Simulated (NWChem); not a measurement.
System: TiHSF₃; SMILES [F][Ti]([F])([F])[SH]

```xyz
6

Ti     0.0263    -0.3677     0.0001
F     -0.8116    -0.9667     1.3960
F      1.6906    -0.8345     0.0055
F     -0.8021    -0.9679    -1.4009
S      0.0047     1.9361    -0.0005
H     -1.3464     2.0328    -0.0009
```
Atoms are numbered in this order, from 1.

Computed with NWChem. Pople sets run with spherical d functions. Medium grid unless said otherwise, to which SCAN and Minnesota functionals are sensitive. Geometry: optimised at B3LYP/6-31G* (spherical d). Level r2SCAN/6-31G*: energy and gradient; each run changes one setting, and changes count from the defaults (medium grid, exact Coulomb integrals, symmetry on).

Which setting moves the energy most, and by about how much (defaults; extra-fine grid; tight SCF thresholds and tolerances; coarse grid)?

coarse grid, by about 1000 μHa.
| setting | size of the energy change (μHa) | largest change of a gradient component (μHa/bohr) | time, defaults = 1 (rough) |
|---|---|---|---|
| defaults | < 10 | < 30 | about 1 |
| tight SCF thresholds and tolerances | < 10 | 100 | 2 |
| extra-fine grid | 200 | 100 | about 1 |
| coarse grid | 1000 | 400 | about 1 |
